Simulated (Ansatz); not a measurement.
Consider the isomerisation: `CO[C](=N)[SnH3]` → `C=[N][SnH]([CH3])[OH]`.

Computed with Ansatz on PBE0-D4/def2-TZVP structures; ΔE is electronic, products minus reactants. CCSD(T)/CBS adds triple-zeta CCSD(T) − MP2 to the extrapolated MP2 energy (def2 sets, frozen cores). DFT in def2-TZVPP. Elements past krypton have def2 core potentials. For Sn outer-core shells are correlated without core-valence functions, which leaves a few kJ/mol of doubt a bond. Each species was taken in one conformer, which may not be the lowest.

```tsv
species	B2PLYP energy (Eh)
`CO[C](=N)[SnH3]`	-424.35425
`C=[N][SnH]([CH3])[OH]`	-424.40343
```

(1) Work out ΔE.

Largest T1 diagnostic among the species: 0.014.

Results:

(1) ΔE = (-424.40343) − (-424.35425) = -0.04918 Eh = -129.1 kJ/mol. CCSD(T)/CBS gives -144.5 kJ/mol.

In def2-TZVPP, CCSD(T) changes the Hartree–Fock value by −5.1 kJ/mol (the triples alone add +0.5 kJ/mol) and MP2 by −18.6 kJ/mol.
